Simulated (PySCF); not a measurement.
(Z)-1,3,3-trifluoroprop-1-ene (C₃H₃F₃), SMILES F/C=C\C(F)F. The structure is a stationary point at PBE0-D3(BJ)/def2-SVP. The values are those of a single conformer.

Computed equilibrium geometry at PBE0-D3(BJ)/def2-SVP (PySCF confirms it by a frequency run) as a Z-matrix, and its point group (one conformer of several):
point group Cs.
```
C
C 1 1.3287
F 2 1.3273 1 122.70
H 1 1.0922 2 118.98 3 180.00
H 2 1.0938 3 112.70 1 -180.00
C 1 1.4880 4 117.21 2 180.00
F 6 1.3542 1 109.99 4 58.79
F 6 1.3542 7 106.99 1 119.43
H 6 1.1021 7 108.49 8 116.86
```
Charge 0, spin multiplicity 1.
